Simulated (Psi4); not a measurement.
triplet methylene (CH$_{2}$), triplet (typed; the unrestricted solution is spin-contaminated), geometry from GFN2-xTB, with bond 3-1 at 2.0 times its length. Base run: R2SCAN/6-31G* (Psi4).

Geometry (Å):
```xyz
3

C      0.0039     0.0007     0.1015
H      0.0005     0.9791    -0.3114
H     -0.0512    -1.9668    -0.6967
```
Charge 0, spin multiplicity 3.
Orbitals are unrestricted.
All else is at Psi4's defaults (density fitting, Cartesian functions).
Base energy -38.97376 Eh.

Variants of this job, named by their change:

```csv
change,ΔE vs base (µEh),SCF cycles,grid points,basis functions,outcome
base,0.0,13,65767,19,converged
guess = modhuckel,5515,13,65767,19,another SCF solution
guess = sap,5515,14,65767,19,another SCF solution
e_convergence = 1e-4,0.0,13,65767,19,converged
scf_type = dfdirj+cosx,0.0,14,65767,19,converged
dft_radial_scheme = mura,-1.9,13,66144,19,converged
df_basis_scf = cc-pvtz-jkfit,5.0,13,65767,19,converged
scf_type = pk,10.2,13,65767,19,converged
guess = huckel,5515,13,65767,19,another SCF solution
guess = gwh,5515,14,65767,19,another SCF solution
dft_radial_points = 150,-1.7,13,130429,19,converged
dft_nuclear_scheme = stratmann,-0.3,13,63199,19,converged
basis_guess = true,5515,10,65767,19,another SCF solution
```

A guess, shift, damping, solver or small numerical setting can't move a converged solution much, so rows marked as another SCF solution ended in a different state.

Open shells are given as the SCF converged; they aren't shown to be the lowest states, and a large step between rows can be another state.
